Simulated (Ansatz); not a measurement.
Input:

```yaml
crystal:
  periodic: [false, false, false]
  atoms:
    - { symbol: W, position_ang: [-0.420725, 0.000335, -0.150747] }
    - { symbol: H, position_ang: [1.161193, -0.000509, 1.298573] }
    - { symbol: Cl, position_ang: [2.428355, -0.001683, 0.789097] }
    - { symbol: Cl, position_ang: [-0.277801, 2.171865, 0.514831] }
    - { symbol: Cl, position_ang: [-2.695085, 0.002146, -0.245087] }
    - { symbol: Cl, position_ang: [-0.281312, -2.171022, 0.516134] }
    - { symbol: Cl, position_ang: [0.636676, -0.001131, -2.171499] }
basis:
  gaussian: { orbitals: def2-SVP }
hamiltonian:
  xc: b3lyp
  dispersion: d4
md:
  timestep: 0.5
  n_steps: 200
  ensemble: nve
  temperature: 100.0
  initial_velocities: maxwell_boltzmann
  seed: 7418
```

Command:

```bash
$ ansatz run input.yaml --threads 4 --pin off --max-ram 5120MiB --backend cpu --events-out ev --progress --plain --runs-dir out
```

Hardware: 4 threads of Arm Neoverse V1, with other jobs on the host.

Question: Roughly how long does this run take, and how much memory?

Answer: 13 min, with a peak of 0.33 GiB, for 201 ionic steps.
